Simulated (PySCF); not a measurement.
EPR parameters of C2H10OPSi3

Species: C₂H₁₀OPSi₃ (doublet state).
Structure used (GFN2-xTB), in Å, numbered top down from 1:
```xyz
17
C2H10OPSi3 angstrom
C      1.824    1.857    0.086
C      1.595    0.601   -0.256
Si    -0.068   -0.304   -0.052
Si    -1.170   -0.126   -2.142
P     -1.384    0.837    1.437
Si     0.451   -2.164    1.228
O     -0.896   -2.789    1.915
H      1.061    2.459    0.556
H      2.771    2.352   -0.071
H      2.394    0.043   -0.731
H     -0.736   -1.261   -2.965
H     -0.875    1.092   -2.910
H     -2.629   -0.207   -2.012
H     -0.326    1.285    2.197
H     -1.418    2.001    0.700
H      0.923   -3.414    0.622
H     -1.524   -2.250    2.390
```

The hyperfine couplings belong to this conformer and change with its torsions.

Identity: `C=C[Si@]([SiH3])(P)[SiH]O` [radical].

Method used: PySCF 2.14.0, UKS B3LYP, pcH-1 on C H O P Si, non-relativistic, mean-field spin-orbit, GIAO. One conformer (not necessarily the lowest) at the GFN2-xTB geometry, without solvent, vibrations or thermal averaging. The geometry wasn't refined by DFT: couplings that depend on bond lengths, twists or pyramidal angles can differ widely from those at the functional's own minimum, by a factor of two or more for some ions and for spin on atoms past the first row. No stability test was run, so a lower SCF solution isn't excluded.

```
g1, g2, g3   : 2.00174, 2.00228, 2.00554
g_iso        : 2.00319
Form of g    : close to axial: the two nearest values differ by 14 % of g3 − g1
⟨S²⟩         : 0.7528 (exact 0.7500)
Total energy : -1367.31352 Eh
```

Isotropic coupling and dipolar principal values T1 to T3, in G (MHz turned into gauss with g_iso; 10 G = 1 mT):

```
atom  isotope   a_iso  of which spin–orbit     T1    T2    T3  Mulliken spin population
  C1      13C     0.0                  0.0   -0.2   0.0   0.2                      0.00
  C2      13C    -0.8                  0.0   -0.2  -0.1   0.3                      0.00
 Si3     29Si   -41.8                  0.0   -8.0   3.1   4.9                      0.09
 Si4     29Si   -23.0                  0.0   -4.9   2.3   2.7                      0.05
  P5      31P    -2.7                  0.0   -1.3   0.4   0.9                     -0.01
 Si6     29Si  -168.2                  0.3  -48.9  23.8  25.2                      0.75
  O7      17O    -4.0                  0.0  -14.7   7.1   7.6                      0.09
  H8       1H     0.0                  0.0   -0.3  -0.2   0.5                      0.00
  H9       1H    -0.1                  0.0   -0.2  -0.2   0.4                      0.00
 H10       1H     0.2                  0.0   -0.6  -0.3   1.0                      0.00
 H11       1H    -1.1                  0.0   -0.5  -0.2   0.7                      0.00
 H12       1H     7.8                  0.0   -0.5   0.0   0.5                      0.01
 H13       1H     0.9                  0.0   -0.4  -0.1   0.6                      0.00
 H14       1H     0.1                  0.0   -0.6  -0.4   1.0                      0.00
 H15       1H    -0.3                  0.0   -0.4  -0.1   0.5                      0.00
 H16       1H    23.9                  0.0   -2.5   0.2   2.4                      0.03
 H17       1H    -2.4                  0.0   -3.6  -1.7   5.3                      0.00
```

The largest Mulliken spin populations are on Si6 (+0.75), Si3 (+0.09) and O7 (+0.09). Si6 is the only atom above +0.15. The angles at Si6 add up to 329.1°, so it is pyramidal.

Under fast tumbling the dipolar parts average out, and these isotropic splittings remain: 1 × 1H (H16, I = 1/2, 2 lines) with 2.39 mT, 1 × 31P (P5, I = 1/2, 2 lines) with 0.27 mT, 3 × 1H (H11/H12/H13, I = 1/2, 4 lines) with 0.25 mT and 1 × 1H (H17, I = 1/2, 2 lines) with 0.24 mT.

Nuclei that the bonding pattern makes equivalent are averaged, as if the motion that swaps them (rotation, inversion, ring flip) were fast. The three 1H nuclei of mean +7.1 MHz run from -3.1 to 21.9 MHz in the frozen geometry.

The 17O coupling of O7 (-11.3 MHz) shows only in satellite lines or after enrichment, since that isotope makes up about 0.038 % of natural oxygen.

The 29Si coupling of Si6 (-471.4 MHz) shows only in satellite lines or after enrichment, since that isotope makes up about 4.7 % of natural silicon.

The spin density at the nucleus, in bohr⁻³, is negative for P5 (-0.0041), C2 (-0.0020) and H17 (-0.0015), for instance. A restricted open-shell determinant has no negative spin density anywhere; here it arises because α and β orbitals differ (spin polarisation).
